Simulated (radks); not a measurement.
Values are calculated unless marked as measured or tabulated.
Is Br- bound? Neutral atom [Ar] 3d10 4s2 4p5, anion [Kr]. Scalar-relativistic spherical Kohn-Sham, a radial shooting solver on a logarithmic mesh with Libxc functionals; with spin, open shells are filled with parallel spins first. "No" means that the self-consistent cycle ended without a solution in which all occupied levels of the anion are bound.

| method | e(HOMO) neutral (eV) | anion bound | e(HOMO) anion (eV) | EA, Delta-SCF (eV) | <r> HOMO anion (bohr) |
|---|---|---|---|---|---|
| PBE, spin-polarised | 4p down -7.452 | no | - | - | - |
| LDA (Slater exchange, Perdew-Wang correlation), spin-polarised | 4p down -7.656 | yes | 4p up -0.024 | 3.676 | 2.33 |

A bound anion was found by 1 of 2 methods. Tabulated electron affinity: 3.364 eV (CRC Handbook (2014) and Andersen, Phys. Rep. 394, 157 (2004), with later updates, as tabulated in mendeleev).
